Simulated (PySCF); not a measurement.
A mixed set of molecules. Method used: TDDFT B3LYP/def2-SVPD, vertical, gas phase, core orbitals frozen in the response in PySCF. Geometries: PBE0-D3(BJ)/def2-SVP; one conformer of each isolated species. Triplets are in the Tamm–Dancoff approximation. 'Strongest' means the level of largest summed f among the lowest 10 singlets; it needn't be the same kind of state in each. Relativistic effects are left out although some hold elements past zinc.

Question: Rank by computed lowest singlet excitation energy, lowest first.
A. `CCCBr`
B. `CB(C)F`
C. `COC1CCCC1`
D. `Cl[Si](Cl)(Br)Br`
E. `CP(c1ccccc1)c1ccccc1`
F. `N#CC=C(F)F`

Answer: E (4.37 eV), D (5.76 eV), A (6.03 eV), F (6.35 eV), C (6.59 eV), B (6.72 eV).

```csv
SMILES,S1 (eV),LUMO (eV),f (strongest),gap (eV),f (S1),first f ≥ 0.01 (nm),S1 mainly
CP(c1ccccc1)c1ccccc1,4.37,-0.89,0.15,5.18,0.028,284,H→L (96%)
Cl[Si](Cl)(Br)Br,5.76,-1.84,0.06,6.78,0.006,189,H→L (99%)
CCCBr,6.03,-0.40,0.07,7.19,0.001,173,H→L (96%)
N#CC=C(F)F,6.35,-1.84,0.32,6.33,0.317,195,H→L (87%)
COC1CCCC1,6.59,0.45,0.03,7.47,0.013,188,H→L (94%)
CB(C)F,6.72,-0.24,0.14,8.30,0.000,161,H→L (99%)
```

H and L stand for HOMO and LUMO.
